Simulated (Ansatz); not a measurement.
`[F][Ti]([F])([Cl])[Br]` + `C[SeH]` → `[F][Ti]([F])([Cl])[SeH]` + `CBr` at 500 K and 1 bar (formal exchange of groups at a Ti–Br bond).

Computed with Ansatz on PBE0-D4/def2-TZVP structures; ΔE is electronic, products minus reactants. CCSD(T)/CBS adds triple-zeta CCSD(T) − MP2 to the extrapolated MP2 energy (def2 sets, frozen cores). For Br, Se, Ti outer-core shells are correlated without core-valence functions, which leaves a few kJ/mol of doubt a bond. Scalar relativity is left out up to krypton. One conformer a species, not always the lowest.

| species | CCSD(T)/CBS energy (Eh) | H − E (kJ/mol) | S (J/(mol·K)) |
| --- | --- | --- | --- |
| `[F][Ti]([F])([Cl])[Br]` | -4081.86855 | 58.8 | 411.5 |
| `C[SeH]` | -2441.15625 | 142.1 | 299.3 |
| `[F][Ti]([F])([Cl])[SeH]` | -3909.82967 | 82.1 | 437.5 |
| `CBr` | -2613.17401 | 118.3 | 270.7 |

H − E and S are ideal-gas, rigid-rotor, harmonic terms from PBE0-D4/def2-TZVP, for one conformer and one mirror image of each species. 1 Eh = 2625.50 kJ/mol, R = 8.31446 J/(mol·K).

Problem. By hand: ΔE, ΔH, ΔS and ΔG.

Solution. ΔE = (-3909.82967) + (-2613.17401) − (-4081.86855) − (-2441.15625) = 0.02112 Eh = 55.5 kJ/mol. Δ(H − E) = 82.1 + 118.3 − 58.8 − 142.1 = -0.5, so ΔH = 55.0 kJ/mol. ΔS = 437.5 + 270.7 − 411.5 − 299.3 = -2.6 J/(mol·K). ΔG = 55.0 − 500 × (-2.6)/1000 = 56.3 kJ/mol.

Problem. By hand: the equilibrium constant, and the temperature at which ΔG would vanish if ΔH and ΔS stayed fixed.

Solution. log₁₀ K = −ΔG/(RT ln 10) = -5.9. ΔH and −TΔS have one sign here, so there is no such temperature. One of them is within its doubt of zero, so this could turn.

The number of gas molecules stays the same, so ΔS is small and ΔH decides. A doubt of 5 kJ/mol in ΔE shifts log₁₀ K by 0.5 here. Other conformers and mirror images would add mixing entropy, several J/(mol·K) or more a flexible species. These are equilibria of isolated gas molecules and say nothing of rates. Largest T1 diagnostic: 0.024 (customary marks: 0.02 for closed shells, 0.045 for open ones).
